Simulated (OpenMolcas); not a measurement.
**N, P, As, Sb, Bi: ns² np³ down the group**

```
Program             : OpenMolcas 26.06
Method              : SS-CASPT2, IPEA 0.25 Eh, imaginary shift 0.1 Eh
Basis               : ANO-R2
Scalar Hamiltonian  : X2C, finite nucleus
Spin-orbit coupling : RASSI with atomic mean-field integrals over the reference wave functions, term energies averaged over their components
```

Active space for each ion: 5 electrons in 8 orbitals (s p s p); closed shells correlated by CASPT2: N 1s; P 2s 2p; As 3d; Sb 4d; Bi 5d.

Computed levels in cm-1 above ⁴S°_3/2:

```json
{"Level": "²D°_3/2", "N": "20040", "P": "12720", "As": "12040", "Sb": "10580", "Bi": "11110"}
{"Level": "²D°_5/2", "N": "20050", "P": "12740", "As": "12310", "Sb": "11680", "Bi": "15550"}
{"Level": "²P°_1/2", "N": "29310", "P": "20180", "As": "20000", "Sb": "19050", "Bi": "22800"}
{"Level": "²P°_3/2", "N": "29320", "P": "20190", "As": "20290", "Sb": "20440", "Bi": "31220"}
{"Level": "weight of ⁴S° in the lowest level (%)", "N": "100", "P": "100", "As": "100", "Sb": "98", "Bi": "74"}
```

Mixed levels, with the weight of the term that names them: Bi ⁴S°_3/2 (74 %), Bi ²D°_3/2 (68 %), Bi ²P°_3/2 (68 %).

Measured, with the error of the calculation in %. Measured levels: N, P, As, Sb, Bi from NIST Handbook of Basic Atomic Spectroscopic Data.

```json
{"Level": "²D°_3/2", "N": "19233 (+4.2)", "P": "11361 (+12.0)", "As": "10593 (+13.7)", "Sb": "8512 (+24.2)", "Bi": "11419 (-2.7)"}
{"Level": "²D°_5/2", "N": "19224 (+4.3)", "P": "11377 (+12.0)", "As": "10915 (+12.8)", "Sb": "9854 (+18.6)", "Bi": "15438 (+0.7)"}
{"Level": "²P°_1/2", "N": "28839 (+1.6)", "P": "18723 (+7.8)", "As": "18186 (+10.0)", "Sb": "16395 (+16.2)", "Bi": "21661 (+5.3)"}
{"Level": "²P°_3/2", "N": "28839 (+1.7)", "P": "18748 (+7.7)", "As": "18648 (+8.8)", "Sb": "18464 (+10.7)", "Bi": "33165 (-5.9)"}
```

Without spin-orbit coupling ²D° lies 20050, 12730, 12220, 11260, 11310 cm-1 above ⁴S° in that order; the difference to the level ²D°_3/2, of either sign, comes from spin-orbit coupling, which also lowers the zero.

Term energies are means over components that CASPT2 splits; among the terms shown or strongly mixed into the levels shown the widest spread is 110 cm-1 (5s² 5p³ ²D°, Sb). The run also gave levels led by 2s² 2p² 3s, which use shells meant for correlation; these and all levels above them are left out (holds for N). The run also gave levels led by 3s² 3p² 4s, which use shells meant for correlation; these and all levels above them are left out (holds for P). The run also gave levels led by 4s² 4p² 5s, which use shells meant for correlation; these and all levels above them are left out (holds for As). The run also gave levels led by 5s² 5p² 6s, which use shells meant for correlation; these and all levels above them are left out (holds for Sb). Some terms miss by over 15 % even with CASPT2, which points to a basis or an active space too small for the shells correlated (holds for Sb). The run also gave levels led by 6s² 6p² 7s, which use shells meant for correlation; these and all levels above them are left out (holds for Bi). Measured partners are found by configuration, term and J. A level has none where our copy of the source lacks it or the pairing is in doubt (some pairs that miss far off the trend of their configuration count as doubtful), and it then counts in no deviation. Only configurations of the active space appear.

° marks odd parity.
